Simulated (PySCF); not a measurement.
AlH, SMILES [AlH] (connectivity only; charge and spin as stated), neutral, multiplicity 1. Geometry optimised at r2SCAN-D4/def2-TZVPD.

TDDFT-B3LYP/def2-TZVPD (PySCF) puts the lowest singlet excitations at 2.90, 2.90, 5.28, 6.35, 6.45, 6.45 eV and the lowest triplet (TDA) at 1.83 eV.

Problem. What are the lowest singlet roots from EOM-CCSD/aug-cc-pVDZ (PySCF)? (An estimate is asked for; the answer gives what the named calculation found.)

Solution. 2.99, 2.99, 5.54, 6.12, 6.12, 6.14 eV; triplets 1.87, 1.87, 5.09 eV. S1 differs by 0.08 eV (second minus first; roots are paired by order, and the bases may differ).
